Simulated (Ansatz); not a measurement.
Two isomers of F2H4O2Si2: A = `O[Si@H](F)[Si@H](O)F`, B = `O[SiH2]O[SiH](F)F`.

Gas-phase electronic energies from Ansatz, PBE0-D4/def2-TZVP geometries. CBS: MP2 limit from def2 TZ/QZ plus the TZ coupled-cluster correction, frozen cores. Functionals use def2-TZVPP. B3LYP here is the variant with VWN-RPA as its local correlation; programs differ in this. One conformer a species, not always the lowest.

A:

Z-matrix (Å, degrees):
```
Si
F 1 1.602
Si 1 2.365 2 107.5
O 1 1.639 2 110.5 3 -119.9
H 1 1.480 2 107.8 3 125.7
O 3 1.639 1 109.8 2 -124.8
F 3 1.602 1 107.5 2 114.9
H 3 1.480 1 116.0 2 -5.7
H 4 0.959 1 118.5 2 68.0
H 6 0.959 3 118.5 1 -50.5
```

B:

```xyz
10

O     0.441    2.262   -0.492
Si    1.059    0.868    0.095
O     0.067   -0.400   -0.226
Si   -1.118   -1.414    0.136
F    -0.542   -2.884    0.205
F    -1.705   -1.082    1.566
H     0.475    2.420   -1.436
H     2.354    0.545   -0.547
H     1.163    1.052    1.555
H    -2.195   -1.369   -0.856
```

Question: Which is lower in electronic energy at CCSD(T)/CBS, and by how much? (Estimate.)

Answer: Computed: B, by 168.2 kJ/mol.

Question: Give E(B) − E(A) in kJ/mol with B3LYP, CCSD(T)/def2-TZVPP, r2SCAN-D4, B2PLYP, ωB97M-V, B3LYP-D4, HF/def2-TZVPP. (An estimate is asked.)

Answer: The calculation gave: B3LYP -161.7, CCSD(T)/def2-TZVPP -170.3, r2SCAN-D4 -160.2, B2PLYP -169.0, ωB97M-V -166.5, B3LYP-D4 -160.8, HF/def2-TZVPP -196.4. None reverses the order clearly.

Largest T1 diagnostic: 0.013.

From PBE to PBE0 (25 % exact exchange), in def2-TZVPP and without D4, E(B) − E(A) moves by −14.6 kJ/mol. In def2-TZVPP, CCSD(T) changes the Hartree–Fock value by +26.1 kJ/mol (the triples alone add +4.2 kJ/mol) and MP2 by +19.9 kJ/mol.
